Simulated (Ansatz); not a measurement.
Basis-set extrapolation for `O[SiH2]O[Si](F)(Cl)Cl` (PBE0-D4/def2-TZVP geometry, frozen core, the Gaussian-basis code of Ansatz). Multiplicity 1, RHF reference.

```tsv
	def2-TZVPP	def2-QZVPP
HF	-1748.296427	-1748.353697
MP2 correlation	-1.323091	-1.445628
CCSD(T) correlation	-1.420590	not run
```

Energies in hartree. Use E(X) = E(∞) + A·exp(−7.88·√X) for Hartree–Fock and E(X) = E(∞) + B·X^(−2.97) for correlation, with X = 3 and 4, and add CCSD(T) minus MP2 of the smaller set to the MP2 limit.

What is the CCSD(T) energy at the basis-set limit?

HF limit: -1748.353697 + (-0.057270) × 0.13774 = -1748.36159. MP2 limit: -1.445628 + (-0.122537) × 0.74074 = -1.53640. Higher-order term: -1.420590 − (-1.323091) = -0.09750. Total: -1749.99549 hartree, 7.58 eV below CCSD(T)/def2-TZVPP.
